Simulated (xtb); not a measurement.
B(Br)(NH2)2 (BBrH₄N₂), SMILES BrB(N)N. All values are semi-empirical tight-binding results from xtb (GFN2-xTB unless named), good for trends rather than for accurate numbers. Geometry: GFN2-xTB. The structure was generated by enumeration, and PubChem lists no compound with its InChIKey, so it may never have been made. Other conformers were not sampled.

* **point group as xtb finds it**: C2v
* **orbital gap**: 6.38 eV
* **zero-point energy**: 35.6 kcal/mol
* **G − E(el) at 298.15 K (modified RRHO)**: 17.8 kcal/mol
* **static polarisability (D4 model)**: 52.9 bohr³
* **solvation energy, GFN2-xTB/ALPB(water)**: -6.8 kcal/mol
* **solvation energy, GFN2-xTB/ALPB(ch2cl2)**: -5.6 kcal/mol
